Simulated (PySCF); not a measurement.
Job file and geometry (Å, from GFN2-xTB) of an NMR shielding run on `BN1C[C@H]2CC[C@H]2C1`, C₆H₁₂BN, PySCF 2.14.0, density-fitted response routines, GIAO PBE0/pcSseg-1 NMR shielding, non-relativistic, gas phase; density fitting, a coarse starting grid and PySCF grid level 2 are the driver's defaults:

```
$ OMP_NUM_THREADS=1 python probes_run.py task.json out

{"job": {"kind": "nmr", "xc": "PBE0", "basis": "pcSseg-1"}, "charge": 0, "multiplicity": 1}
B      2.365632    -0.494535    -0.640696
N      1.301393     0.226321    -0.156066
C      0.402233     1.073325    -0.916688
C     -0.984079     0.815302    -0.324065
C     -1.630428    -0.516339    -0.741765
C     -1.289870    -1.115556     0.631425
C     -0.702377     0.234354     1.079009
C      0.818917     0.251105     1.211068
H      2.991232    -1.155344     0.099152
H      2.622113    -0.436130    -1.783249
H      0.674062     2.128789    -0.773262
H      0.462360     0.841349    -1.979393
H     -1.631124     1.688374    -0.389994
H     -1.147683    -1.005108    -1.585420
H     -2.698085    -0.442295    -0.938757
H     -0.552810    -1.915397     0.594499
H     -2.148844    -1.450537     1.208715
H     -1.205090     0.702191     1.923377
H      1.206961    -0.597683     1.772960
H      1.140338     1.178493     1.706113
```

**Question.** What does the program print?

**Answer.** 
```
coarse grid: 16104 points
cycle   1  E = -314.9514953743  dE =  1.116e+00  |g| = 3.666e-01  |ddm| = 3.945e+00
cycle   2  E = -314.9526308420  dE = -1.135e-03  |g| = 3.863e-01  |ddm| = 7.439e-01
cycle   3  E = -314.9905055149  dE = -3.787e-02  |g| = 7.195e-02  |ddm| = 4.232e-01
cycle   4  E = -314.9915055429  dE = -1.000e-03  |g| = 2.614e-02  |ddm| = 7.517e-02
cycle   5  E = -314.9916376543  dE = -1.321e-04  |g| = 1.101e-02  |ddm| = 2.352e-02
cycle   6  E = -314.9916629752  dE = -2.532e-05  |g| = 1.930e-03  |ddm| = 9.600e-03
cycle   7  E = -314.9916639358  dE = -9.606e-07  |g| = 3.923e-04  |ddm| = 2.383e-03
final grid: 153912 points
cycle   8  E = -315.0396480811  dE = -6.058e-05  |g| = 9.066e-03  |ddm| = 4.340e-02
cycle   9  E = -315.0396327755  dE =  1.531e-05  |g| = 1.225e-02  |ddm| = 1.957e-02
cycle  10  E = -315.0396694111  dE = -3.664e-05  |g| = 1.505e-03  |ddm| = 1.145e-02
cycle  11  E = -315.0396698946  dE = -4.835e-07  |g| = 3.981e-04  |ddm| = 1.190e-03
cycle  12  E = -315.0396699250  dE = -3.039e-08  |g| = 9.455e-05  |ddm| = 3.345e-04
cycle  13  E = -315.0396699270  dE = -2.063e-09  |g| = 2.683e-05  |ddm| = 1.215e-04
cycle  14  E = -315.0396699272  dE = -1.680e-10  |g| = 5.855e-06  |ddm| = 3.229e-05
converged SCF energy = -315.0396699272

GIAO shielding tensors (ppm)
atom      isotropic    diamagn.    paramagn.     s11        s22        s33       span
  0 B       65.632     196.748    -131.117     32.307     49.197    115.392     83.085
  1 N       99.891     324.606    -224.715    -14.912    127.950    186.635    201.547
  2 C      122.643     244.378    -121.735     92.740    125.343    149.845     57.105
  3 C      147.601     250.885    -103.285    127.897    154.582    160.324     32.427
  4 C      162.143     248.765     -86.622    146.285    161.924    178.222     31.937
  5 C      162.596     248.708     -86.112    148.196    160.988    178.605     30.409
  6 C      147.700     250.984    -103.285    127.691    155.194    160.214     32.523
  7 C      122.678     244.500    -121.822     93.136    125.476    149.421     56.286
  8 H       26.883      30.829      -3.946     24.375     26.370     29.903      5.527
  9 H       26.879      30.839      -3.960     24.373     26.396     29.868      5.495
 10 H       28.134      29.328      -1.194     22.914     26.832     34.656     11.742
 11 H       28.291      30.320      -2.029     24.654     26.949     33.272      8.618
 12 H       29.117      32.342      -3.225     24.750     27.759     34.840     10.090
 13 H       30.227      30.338      -0.111     26.817     27.999     35.864      9.047
 14 H       29.472      30.085      -0.613     25.888     26.826     35.701      9.813
 15 H       30.166      30.482      -0.317     26.886     28.336     35.276      8.390
 16 H       29.545      30.056      -0.511     25.848     26.776     36.010     10.163
 17 H       29.060      32.355      -3.295     24.929     27.644     34.606      9.677
 18 H       28.332      30.344      -2.012     24.585     26.955     33.456      8.871
 19 H       28.193      29.382      -1.189     22.997     26.820     34.763     11.766
```

Size and cost of the density-fitted run: 196 basis functions, 36 s wall time on 1 thread of an Intel Xeon Platinum 8488C, shared host; peak memory 0.87 GiB.
